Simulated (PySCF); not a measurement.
**Relaxation of doublet CuCl₄**

These are results of PySCF, UPBE, basis Cu def2-SVP, Cl def2-SVP (no relativity, density fitting), not measurements. A (50,194) grid was used.

A hand-made square planar start, of D4h symmetry, held to at least that symmetry:

```xyz
5
charge 0 multiplicity 2, angstrom
Cu    0.0000    0.0000    0.0000
Cl    2.1100    0.0000    0.0000
Cl    0.0000    2.1100    0.0000
Cl   -2.1100    0.0000    0.0000
Cl    0.0000   -2.1100    0.0000
```

At each step, columns x, y, z (Å) and Fx, Fy, Fz (eV/Å):

```
step 0  E − E(last) = 10.68 kJ/mol
Cu   0.000   0.000   0.000   0.000   0.000   0.000
Cl   2.110   0.000   0.000   0.920   0.000   0.000
Cl   0.000   2.110   0.000   0.000   0.920   0.000
Cl  -2.110   0.000   0.000  -0.920   0.000   0.000
Cl   0.000  -2.110   0.000   0.000  -0.920   0.000
step 1  E − E(last) = 2.70 kJ/mol
Cu   0.000   0.000   0.000   0.000   0.000   0.000
Cl   2.141   0.000   0.000   0.439   0.000   0.000
Cl   0.000   2.141   0.000   0.000   0.439   0.000
Cl  -2.141   0.000   0.000  -0.439   0.000   0.000
Cl   0.000  -2.141   0.000   0.000  -0.439   0.000
step 2  E − E(last) = 0.06 kJ/mol
Cu   0.000   0.000   0.000   0.000   0.000   0.000
Cl   2.168   0.000   0.000   0.062   0.000   0.000
Cl   0.000   2.168   0.000   0.000   0.062   0.000
Cl  -2.168   0.000   0.000  -0.062   0.000   0.000
Cl   0.000  -2.168   0.000   0.000  -0.063   0.000
step 3  E − E(last) = 0.00 kJ/mol
Cu   0.000   0.000   0.000   0.000   0.000   0.000
Cl   2.173   0.000   0.000   0.005   0.000   0.000
Cl   0.000   2.173   0.000   0.000   0.005   0.000
Cl  -2.173   0.000   0.000  -0.005   0.000   0.000
Cl   0.000  -2.173   0.000   0.000  -0.005   0.000
step 4  E − E(last) = 0.00 kJ/mol
Cu   0.000   0.000   0.000   0.000   0.000   0.000
Cl   2.173   0.000   0.000   0.000   0.000   0.000
Cl   0.000   2.173   0.000   0.000   0.000   0.000
Cl  -2.173   0.000   0.000   0.000   0.000   0.000
Cl   0.000  -2.173   0.000   0.000   0.000   0.000
```

It ends at D4h with Cu–Cl 2.173 Å (×4); Cl–Cu–Cl 90.0° (×4), Cl–Cu–Cl 180.0° (×2). A frequency run shows a minimum. Other isomers or separated fragments may lie lower.

Open d and f shells are described by one determinant, and the ground state may have another occupation or spin.
